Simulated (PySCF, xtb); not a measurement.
C3H5BO3, SMILES OB(O)C1=COC1.

GFN2-xTB run with xtb 6.7.1 at its own geometry gives an orbital gap of 4.19 eV and a dipole moment of 1.62 D.

Geometry optimised at PBE0-D3(BJ)/def2-SVP. The structure was generated by enumeration, and PubChem lists no compound with its InChIKey, so it may never have been made. The values are those of a single conformer.

Question: What does PBE0/def2-TZVP in PySCF give? (The exact figures need the calculation; the answer reports its results.)

Answer: gap 6.40 eV (levels -7.02 and -0.62 eV), dipole 2.20 D.
